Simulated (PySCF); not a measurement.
**Working out the ionisation energy of Ar(6+)**

Ar(6+) [Ne] 3s2 (1S) → Ar(7+) [Ne] 3s1 (2S). All numbers are calculated (PySCF 2.14, the spin-free X2C one-electron Hamiltonian (Gaussian nucleus), in an uncontracted even-tempered set (19 s from 0.25 bohr⁻², ratio 2.5; 12 p from 0.33 bohr⁻², ratio 2.5; 5 d from 1.6 bohr⁻², ratio 2.7; 5 f from 2.3 bohr⁻², ratio 2.7)). Frozen: 1s2; the 22 highest virtual orbitals dropped. Energies in hartree (1 hartree = 27.21139 eV):

```
            part  Ar(6+) (lower)  Ar(7+) (upper)
             UHF     -517.492808     -512.999116
CCSD correlation       -0.379503       -0.307349
             (T)       -0.002923       -0.001075
```

Question: What does Hartree-Fock give?

Answer: (-512.999116) − (-517.492808) = 4.493692 hartree = 122.280 eV.

Question: What do CCSD and CCSD(T) give?

Answer: The CCSD correlation energies differ by 0.072154 hartree = 1.963 eV and the triples by 0.001848 hartree = 0.050 eV, so CCSD gives 124.243 eV and CCSD(T) 124.293 eV.

A first-order spin-orbit estimate adds 0.000 eV to CCSD(T) (outer shells), giving 124.293 eV against 124.41 ± 0.06 eV (semi-empirical (NIST evaluation); NIST Atomic Spectra Database, ionization energies).

What remains against the reference includes basis incompleteness, the frozen core and higher excitations.
